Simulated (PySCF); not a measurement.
How methods differ on the ionisation energy of Te³¹⁺

Te³¹⁺ [Ar] 3d3 (4F) → Te³²⁺ [Ar] 3d2 (3F), as a difference of total energies. Calculation: PySCF 2.14, in an even-tempered Gaussian basis (18 s from 4.4 bohr⁻², ratio 2.5; 12 p from 5.7 bohr⁻², ratio 2.5; 8 d from 5.7 bohr⁻², ratio 2.5; 4 f from 22 bohr⁻², ratio 2.7; 3 g from 33 bohr⁻², ratio 2.7); scalar relativity by spin-free X2C-1e. Correlated levels: outer shells: [Ne] frozen; virtual orbitals above 40 to 60 times the deepest correlated orbital energy dropped. The calculations carry no spin-orbit coupling.

```tsv
method	ionisation energy (eV)
UHF	1886.8
LDA	1886.8
PBE	1886.7
r2SCAN	1888.2
PBEsol	1886.5
MP2 (outer shells)	1887.0
SCS-MP2 (outer shells)	1886.7
```

**Question.** Estimate what PBE0 gives.

**Answer.** 1887.2 eV, closest to MP2 (outer shells) among the rows shown.

**Question.** Estimate what revPBE gives.

**Answer.** 1886.7 eV, closest to PBE among the rows shown.

A first-order spin-orbit estimate (lowest level to lowest level, LS coupling) adds -0.296 eV.

Breit and QED terms and the two-electron picture change are absent.

For comparison: 1889 ± 4 eV (theoretical estimate listed by NIST; NIST Atomic Spectra Database, ionization energies).
